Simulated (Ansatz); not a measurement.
Basis sets compared for WN(NH2)3 (WN4H6). The state is a singlet with charge 0. Geometry r2SCAN-D4/def2-SVP. Ansatz on 2 threads of Intel Xeon 6975P-C on a shared host; times are rough, and most runs start from earlier orbitals.

Cartesian coordinates in Å:
```
N -1.812 0.298 -0.754
N 0.752 -0.641 -1.641
N -0.582 -1.260 1.320
N 0.266 1.829 0.502
W -0.284 0.047 -0.118
H 0.391 -0.790 -2.579
H 1.737 -0.901 -1.603
H 0.148 -1.638 1.921
H -1.482 -1.659 1.575
H -0.292 2.676 0.428
H 1.158 2.039 0.948
```

In the def2 sets W takes a core potential; there is no spin–orbit coupling. The restricted singlet is unstable towards broken spin symmetry in Hartree–Fock (as tested in another run); at PBE-D4/def2-SVP, PBE-D4/def2-TZVP, PBE0-D4/def2-SVP, PBE0-D4/def2-TZVP this wasn't settled. No other spin state of charge 0 was run.

| level | functions | energy (Eh) | HOMO (eV) | LUMO (eV) | wall time |
| --- | --- | --- | --- | --- | --- |
| PBE-D4/def2-SVP | 118 | -289.4538 | -5.52 | -0.86 | 1.1 s |
| PBE0-D4/def2-SVP | 118 | -289.3878 | -6.89 | -0.03 | 1.4 s |

Question: Estimate the rows for PBE-D4/def2-TZVP (with forces), PBE0-D4/def2-TZVP.

Answer: 
```
                         level  functions  energy (Eh)  HOMO (eV)  LUMO (eV)  wall time
PBE-D4/def2-TZVP (with forces)        200    -289.7318      -5.70      -1.07        2 s
             PBE0-D4/def2-TZVP        200    -289.6652      -7.03      -0.21      2.1 s
```
